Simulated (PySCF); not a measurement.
# Radial density of S (sulfur, neutral)

B2PLYP, [Ne] 3s2 3p4, high-spin 3P determinant. Calculation: PySCF 2.14, in x2c-QZVPPall (9s6p4d2f1g, 70 functions); the spin-free X2C one-electron Hamiltonian (Gaussian nucleus).

```csv
r (bohr),4πr²ρ (e/bohr),4πr²(ρα − ρβ)
0.00190,0.1325,0.0000
0.00319,0.3482,0.0000
0.00536,0.8917,0.0000
0.00902,2.185,0.0000
0.0152,4.968,0.0001
0.0255,9.935,0.0007
0.0429,16.01,0.0047
0.0722,18.24,0.0238
0.121,13.72,0.0895
0.204,13.12,0.2060
0.344,17.72,0.1858
0.578,9.656,-0.0076
0.972,2.955,0.4968
1.64,3.467,1.1328
2.75,1.240,0.4554
4.63,0.09245,0.0299
7.78,0.0005465,0.0001
```

Densities and radii are taken from the X2C orbitals without a picture-change correction, which distorts them close to the nucleus.

(1) Where is the radial spin density 4πr²(ρα − ρβ) most negative, and why is it negative at all?

Answers

(1) Around r = 0.578 bohr, down to -0.0076 e/bohr: exchange with the open shell polarises the paired shells in an unrestricted calculation.
